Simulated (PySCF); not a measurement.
## `C#CC#C/C(C)=C/Cl`, C7H5Cl

Geometry:
```
atom   x (Å)   y (Å)   z (Å)
  C1   3.605  -2.050   0.652
  C2   2.578  -1.420   0.479
  C3   1.422  -0.713   0.284
  C4   0.395  -0.073   0.112
  C5  -0.830   0.618  -0.102
  C6  -2.027  -0.192  -0.507
  C7  -0.831   1.958   0.073
 Cl8  -2.211   2.955  -0.142
  H9   4.512  -2.606   0.804
 H10  -2.908   0.448  -0.641
 H11  -2.251  -0.952   0.258
 H12  -1.826  -0.726  -1.448
 H13   0.067   2.503   0.368
```

Computed, not measured: PySCF 2.14.0, UKS PBE0/def2-SVP four-point reorganisation energy, gas phase. Geometry: PBE0/def2-SVP.

Problem. What is the inner reorganisation energy for hole transfer, with the ionisation energy?

Solution. λ = 0.159 (surface of the oxidised species) + 0.161 (surface of the starting species) = 0.320 eV. The ionisation energy is 8.39 eV vertical and 8.23 eV adiabatic without zero-point energy; at the relaxed geometry of the oxidised species the two energies differ by 8.07 eV. Largest bond changes: C7–Cl8 1.716 → 1.661 Å, C5–C7 1.351 → 1.401 Å, C4–C5 1.422 → 1.385 Å, C2–C3 1.368 → 1.344 Å, C3–C4 1.223 → 1.241 Å. ⟨S²⟩ of the relaxed oxidised species 0.779.

The conformer changes in this relaxation, which adds to the reorganisation energy.

Problem. What is the inner reorganisation energy for electron transfer, with the electron affinity?

Solution. λ = 0.306 (surface of the reduced species) + 0.589 (surface of the starting species) = 0.895 eV. The electron affinity is -0.10 eV vertical and 0.20 eV adiabatic without zero-point energy; at the relaxed geometry of the reduced species the two energies differ by 0.79 eV. Largest bond changes: C5–C7 1.351 → 1.396 Å, C1–C2 1.218 → 1.262 Å, C4–C5 1.422 → 1.382 Å, C7–Cl8 1.716 → 1.754 Å, C3–C4 1.223 → 1.256 Å. ⟨S²⟩ of the relaxed reduced species 0.779.

The highest occupied orbital of the reduced species is unbound in this basis, so its energies are rough.
